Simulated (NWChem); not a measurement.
Molecule: C$_{3}$H$_{10}$Si; SMILES [SiH3]CCC

```xyz
14

Si     0.0773     1.7850     0.0000
C     -0.5838     0.0174     0.0000
C      0.4920    -1.0692     0.0000
C     -0.0755    -2.4815     0.0000
H     -1.0496     2.7696     0.0000
H      0.9217     2.0339    -1.2114
H      0.9217     2.0339     1.2114
H     -1.2418    -0.0969    -0.8804
H     -1.2418    -0.0969     0.8804
H      1.1479    -0.9386    -0.8789
H      1.1479    -0.9386     0.8789
H     -0.7037    -2.6590     0.8879
H      0.7233    -3.2393     0.0000
H     -0.7037    -2.6590    -0.8879
```
Atoms are numbered in this order, from 1.

All runs: NWChem. Pople sets run with spherical d functions. The geometry was optimised at PBE0/def2-SVP. Ions are spin-unrestricted doublets at the neutral geometry; other ion states weren't tried.

Q: Taking PBE0/6-311++G** as the yardstick, which of these has the fewest basis functions while keeping “vertical ionisation energy, ΔSCF (eV)” within 0.1 eV of it: PBE0/6-31G*; PBE0/6-31+G*; PBE0/6-311G**; PBE0/STO-3G?

A: PBE0/6-31G*.
```json
[
 {"level": "PBE0/STO-3G", "basis functions": "34", "vertical ionisation energy, ΔSCF (eV)": "9.30"},
 {"level": "PBE0/6-31G*", "basis functions": "80", "vertical ionisation energy, ΔSCF (eV)": "10.42"},
 {"level": "PBE0/6-31+G*", "basis functions": "96", "vertical ionisation energy, ΔSCF (eV)": "10.49"},
 {"level": "PBE0/6-311G**", "basis functions": "140", "vertical ionisation energy, ΔSCF (eV)": "10.50"},
 {"level": "PBE0/6-311++G**", "basis functions": "166", "vertical ionisation energy, ΔSCF (eV)": "10.49"}
]
```

The yardstick is one finite set, not the basis-set limit.
